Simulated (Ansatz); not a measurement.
Species: sum formula H₅SiO₃, charge 1, multiplicity 1. It need not be the lowest isomer of its formula. SMILES: O[SiH](O)[OH2+]
Structure (B3LYP-D3(BJ)/def2-TZVP (Ansatz, a program for electronic structure) minimum search):
```xyz
9

Si     0.0601    -0.2683     0.3617
O     -0.6942     1.3420     0.0134
O     -0.8744    -1.1022    -0.6321
O      1.5321     0.1375    -0.1122
H     -0.1230    -0.5107     1.7874
H     -0.1181     2.0998    -0.1912
H     -1.1499    -2.0195    -0.5388
H      2.3662    -0.2083     0.2207
H     -1.5240     1.3756    -0.4949
```
Charge +1, spin multiplicity 1.

Parts of the frozen-core correlation energy in cc-pV(Q+d)Z (Ansatz, hartree). Frozen orbitals: 8; correlated occupied orbitals by spin: 13 and 13; virtual: 358 and 358. No spin-orbit coupling. Non-relativistic.

```
term                            value
-------------------------  ----------
reference (HF)             -516.46418
MP2 opposite-spin                 ___
MP2 same-spin                     ___
CCSD correlation             -0.91767
(T)                               ___
T1 diagnostic                   0.011
largest doubles amplitude       0.020
```

Task: Complete the blanks.

Result: 
- MP2 opposite-spin, value: -0.69035
- MP2 same-spin, value: -0.21691
- (T), value: -0.03224
